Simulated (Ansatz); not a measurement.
Species: sum formula CoHSF, net charge 0, quartet state. The spin state was set by rule; other spins were not relaxed. 
Coordinates optimised at B3LYP-D3(BJ)/def2-TZVP (Ansatz, a program for electronic structure):
SMILES: [SH][Co][F]
```xyz
4

Co    -0.1808     0.2274    -0.2831
F     -0.5053     1.1470    -1.7595
S      0.5719    -0.8967     1.4104
H      0.2778    -2.1148     0.9130
```
Charge 0, spin multiplicity 4.

Wanted: atomisation energy (electronic, to ground-state atoms), in kcal/mol. Valence correlation only, unless marked. Open shells are spin-unrestricted. No spin-orbit coupling. The frozen core is the preceding noble-gas configuration, with the filled d and f shells of earlier blocks. Non-relativistic. The coupled-cluster limit lacks core correlation, which all-electron functionals hold. CBS(X,Y): correlation extrapolated as X^-3; Hartree-Fock from the larger set. The bracket is a focal-point correction in the basis named.

```json
[
 {"level": "PBE/def2-TZVPD", "program": "Ansatz", "atomisation energy (kcal/mol)": "(withheld)"},
 {"level": "revPBE-D4/def2-TZVPD", "program": "Ansatz + dftd4", "atomisation energy (kcal/mol)": "269.9"},
 {"level": "r2SCAN/def2-TZVPD", "program": "Ansatz", "atomisation energy (kcal/mol)": "276.8"},
 {"level": "r2SCAN-D3(BJ)/def2-TZVPD", "program": "Ansatz + dftd3", "atomisation energy (kcal/mol)": "277.2"},
 {"level": "LC-wPBE-D3(BJ)/def2-TZVPD", "program": "Ansatz + dftd3", "atomisation energy (kcal/mol)": "270.2"},
 {"level": "wB97X/def2-TZVPD", "program": "Ansatz", "atomisation energy (kcal/mol)": "(withheld)"},
 {"level": "B2GP-PLYP-D4/def2-TZVPD", "program": "Ansatz + dftd4", "atomisation energy (kcal/mol)": "(withheld)"},
 {"level": "RPA@PBE/def2-TZVPP", "program": "Ansatz", "atomisation energy (kcal/mol)": "242.9"},
 {"level": "CCSD/STO-3G", "program": "Ansatz", "atomisation energy (kcal/mol)": "184.5"},
 {"level": "CCSD/6-31G", "program": "Ansatz", "atomisation energy (kcal/mol)": "199.9"},
 {"level": "CCSD/def2-TZVPPD", "program": "Ansatz", "atomisation energy (kcal/mol)": "255.3"},
 {"level": "RI-MP2/CBS(def2-TZVPPD,def2-QZVPPD)+[CCSD(T)-MP2]/def2-TZVPPD", "program": "Ansatz", "atomisation energy (kcal/mol)": "(withheld)"}
]
```

### Question
What belongs in the gaps?

### Answer

- PBE/def2-TZVPD, atomisation energy (kcal/mol): 278.9
- wB97X/def2-TZVPD, atomisation energy (kcal/mol): 273.8
- B2GP-PLYP-D4/def2-TZVPD, atomisation energy (kcal/mol): 263.4
- RI-MP2/CBS(def2-TZVPPD,def2-QZVPPD)+[CCSD(T)-MP2]/def2-TZVPPD, atomisation energy (kcal/mol): 270.6
